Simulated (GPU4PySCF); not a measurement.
C24H12N6, SMILES c1ccc2nc3c(nc2c1)c1nc2ccccc2nc1c1nc2ccccc2nc31.

The structure is a stationary point at PBE0-D3(BJ)/def2-SVP.

Computed with PBE0-D3(BJ)/def2-SVP run with GPU4PySCF.

Harmonic, unscaled wavenumbers; measured fundamentals usually lie a few per cent lower.

Modes within 1.5 cm⁻¹ of each other (mostly degenerate sets) share a row, with their intensities summed.

Computed harmonic wavenumbers and intensities:
```tsv
mode	ν (cm⁻¹)	IR (km/mol)	Raman (Å⁴/amu)	depolarisation	moving atoms (share of kinetic energy)
1–2	41	0.0	3.0	0.75	C 64 %, N 23 %, H 12 %
3	48	2.2	0.0	–	C 77 %, N 14 %, H 8 %
4	66	0.0	0.0	–	C 69 %, H 16 %, N 15 %
5–6	108	1.0	21.1	0.75	C 83 %, H 10 %
7–8	120	0.0	19.6	0.75	C 61 %, N 30 %, H 9 %
9–10	224	0.0	0.4	0.75	C 52 %, N 39 %, H 9 %
11	230	3.5	0.0	–	C 90 %, H 9 %
12	280	0.0	12.3	0.10	C 83 %, N 11 %
13	291	0.0	0.0	–	C 65 %, N 23 %, H 12 %
14	297	0.0	0.0	–	N 60 %, C 32 %, H 9 %
15–16	301	2.7	0.4	0.75	C 71 %, N 22 %
17–18	360	0.0	0.8	0.75	C 57 %, N 31 %, H 12 %
19	436	21.0	0.0	–	C 50 %, N 38 %, H 12 %
20–21	493	2.1	0.5	0.75	C 70 %, N 24 %
22–23	495	0.0	4.1	0.75	C 78 %, H 15 %
24–25	508	0.0	0.0	–	C 56 %, N 26 %, H 18 %
26	514	0.3	0.0	–	C 55 %, N 24 %, H 21 %
27	544	0.0	0.0	–	C 80 %, N 15 %
28–29	555	8.8	11.7	0.75	C 74 %, N 23 %
30	578	0.0	0.0	–	C 67 %, H 22 %, N 11 %
31–32	588	0.0	5.2	0.75	C 72 %, H 15 %, N 13 %
33	616	0.0	10.1	0.15	C 77 %, N 18 %
34–35	619	25.7	41.8	0.75	C 61 %, N 34 %
36–37	644	2.8	19.4	0.75	C 55 %, N 40 %
38	686	0.0	0.0	–	C 64 %, N 32 %
39	713	0.0	52.8	0.10	N 72 %, C 27 %
40–41	772	0.0	1.2	0.75	C 70 %, H 28 %
42	790	182.8	0.0	–	H 74 %, C 25 %
43–44	794	0.0	10.0	0.75	H 59 %, C 40 %
45–46	804	10.9	31.0	0.75	C 57 %, N 33 %, H 10 %
47	812	0.0	0.0	–	C 68 %, H 31 %
48	834	0.0	260.7	0.11	C 61 %, N 28 %, H 11 %
49–50	854	0.0	0.0	–	C 53 %, H 37 %, N 10 %
51	869	0.0	0.0	–	C 72 %, N 23 %
52	886	0.0	0.0	–	C 74 %, H 21 %
53–54	917	0.0	0.0	–	C 71 %, N 22 %
55–57	925	0.0	7.9	–	C 62 %, H 30 %, N 8 %
58	984	0.0	0.0	–	C 73 %, N 23 %
59–61	1005	2.7	1.9	–	H 72 %, C 28 %
62–64	1032	0.0	0.1	–	H 72 %, C 28 %
65–67	1038	15.1	139.1	0.75	C 52 %, H 48 %
68–69	1119	136.1	1.1	0.75	C 62 %, H 31 %
70	1144	0.0	0.0	–	H 79 %, C 18 %
71–72	1145	98.4	15.3	0.75	H 77 %, C 19 %
73	1156	0.0	0.9	0.21	H 88 %, C 9 %
74–75	1167	31.1	72.5	0.75	H 67 %, C 23 %, N 9 %
76–77	1260	33.1	86.6	0.75	C 51 %, H 46 %
78	1267	0.0	0.0	–	H 51 %, C 42 %
79–80	1294	2.6	177.9	0.75	C 64 %, N 28 %
81	1317	0.0	80.8	0.13	C 54 %, N 33 %, H 13 %
82–83	1351	9.5	12.3	0.75	C 56 %, N 29 %, H 15 %
84	1379	0.0	0.0	–	C 57 %, H 25 %, N 18 %
85	1390	0.0	0.0	–	C 68 %, H 24 %
86–87	1401	1.8	40.7	0.75	C 63 %, H 22 %, N 15 %
88–89	1417	74.4	6.2	0.75	C 69 %, H 26 %
90	1429	0.0	1338.7	0.13	C 98 %
91	1481	0.0	4678.1	0.12	C 89 %, N 11 %
92–93	1484	28.1	1072.8	0.75	C 84 %, N 13 %
94	1521	0.0	0.0	–	C 81 %, H 16 %
95–97	1546	6.8	838.4	0.12	C 78 %, H 15 %
98–99	1568	154.2	33.1	0.75	C 83 %, H 10 %
100	1632	0.0	3.3	0.32	C 88 %
101–102	1634	4.4	1805.9	0.75	C 68 %, N 30 %
103–104	1650	0.3	2311.5	0.75	C 79 %, N 19 %
105	1672	0.0	0.0	–	C 56 %, N 44 %
106	1699	0.0	0.0	–	C 92 %
107–108	1704	4.3	72.7	0.75	C 93 %
109–111	3211	3.9	177.5	0.75	H 92 %
112–114	3223	10.5	798.3	0.73	H 92 %, C 8 %
115–117	3237	4.3	282.4	0.75	H 91 %, C 9 %
118–120	3240	28.8	1007.2	0.22	H 91 %, C 9 %
```
